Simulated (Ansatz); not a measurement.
Reaction (ligand exchange at the Si–O bond): `O[Si](F)(Cl)O[SiH3]` + H–F → `F[Si](F)(Cl)O[SiH3]` + H₂O

Computed with Ansatz on PBE0-D4/def2-TZVP structures; ΔE is electronic, products minus reactants. CCSD(T)/CBS is the MP2 limit (def2-TZVPP, def2-QZVPP) plus CCSD(T) − MP2 in def2-TZVPP, frozen cores. This one scheme is used for every species. DFT in def2-TZVPP. Each species was taken in one conformer, which may not be the lowest.

Is it downhill or uphill in electronic energy at CCSD(T)/CBS, and by how much? (An estimate is asked.)

The calculation gave: Downhill: ΔE = -36.8 kJ/mol.

What do these levels give: r2SCAN-D4, PBE, r2SCAN, MP2/def2-QZVPP, HF/CBS(def2), MP2/CBS(def2)? (Estimate.)

Ansatz gave: r2SCAN-D4 -38.2, PBE -37.3, r2SCAN -39.0, MP2/def2-QZVPP -35.3, HF/CBS(def2) -46.7, MP2/CBS(def2) -35.0 kJ/mol.

Largest T1 diagnostic among the species: 0.011.

The D4 term adds +4.8 kJ/mol with B3LYP and +2.6 kJ/mol with PBE0; it sums over pairs of atoms, weighted by their polarisabilities, and B3LYP, whose exchange is more repulsive, gets the larger term. In def2-TZVPP, CCSD(T) changes the Hartree–Fock value by +8.5 kJ/mol (the triples alone add +1.5 kJ/mol) and MP2 by +10.3 kJ/mol.

B3LYP here is the variant with VWN-RPA as its local correlation; programs differ in this.
